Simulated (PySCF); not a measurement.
Gas-phase equilibrium of 1 mol GeF₄, 0.62 mol H₂ at 1200 K and 1.01 bar, among 16 species (GeH₄, Ge₂H₆, F₂, GeF₂, GeF₃, F, H, GeH₃F, GeHF₃, HF, H₂, Ge₃H₈, GeH₃, GeH₂F₂, GeH₂, GeF₄). Only gases are allowed; each row takes one source of thermochemistry for all species, and Cantera finds the minimum.

Method: PySCF energies plus ideal-gas RRHO corrections (1 bar). † marks an energy on the PBE0/def2-TZVP geometry and frequencies; other levels use their own. MP2 freezes the core. 6-31G* has spherical d functions here. Open shells (unrestricted) among the columns below: GeF₃ (multiplicity 2); the rest are closed-shell singlets. B3LYP is the form with VWN-RPA correlation. Ge: all electrons, no relativistic terms. GeF₃, GeHF₃: computed as isolated molecules; such fragments, hydroxides, amides, oligomers or adducts are transient or little studied in the gas. MP2 isn't extrapolated to the basis-set limit. The harmonic model lacks anharmonicity and excited electronic states, which grow with temperature; levels with a mode under 35 cm⁻¹ are left out.

Molecules larger than those listed are left out, and so are free Ge atoms, whose spin-orbit terms are large. Also missing: (HF)n, which can matter at low temperature or high pressure. Table species left out: H2F2, H3F3, H4F4.

With B3LYP/6-31G* thermochemistry: HF 0.49, GeF₂ 0.25, GeF₄ 0.22, H₂ 0.040, GeHF₃ 0.00025, GeF₃ 1.8e-5.

Task: How far does the composition move with the other sources (HF/6-31G*, MP2/def2-SVP†, PBE/def2-TZVP†, LDA/def2-TZVP†, ωB97X-V/def2-TZVP†)?

Result: 
| thermochemistry | x HF | x GeF₂ | x GeF₄ | x H₂ | x GeHF₃ | x GeF₃ |
|---|---|---|---|---|---|---|
| B3LYP/6-31G* | 0.49 | 0.25 | 0.22 | 0.040 | 0.00025 | 1.8e-5 |
| HF/6-31G* | 0.49 | 0.24 | 0.22 | 0.042 | 0.0024 | 0.00014 |
| MP2/def2-SVP† | 0.52 | 0.26 | 0.19 | 0.019 | 0.0021 | 1.3e-5 |
| PBE/def2-TZVP† | 0.55 | 0.28 | 0.17 | 4.0e-5 | 1.1e-5 | 3.5e-5 |
| LDA/def2-TZVP† | 0.55 | 0.28 | 0.17 | 0.00055 | 0.00025 | 1.4e-5 |
| ωB97X-V/def2-TZVP† | 0.55 | 0.27 | 0.17 | 0.0023 | 0.00031 | 9.5e-6 |
The most sensitive of these is H₂: it spans a factor of 10^3.0 over these rows; at this temperature one factor of ten is RT ln 10 = 23 kJ/mol.
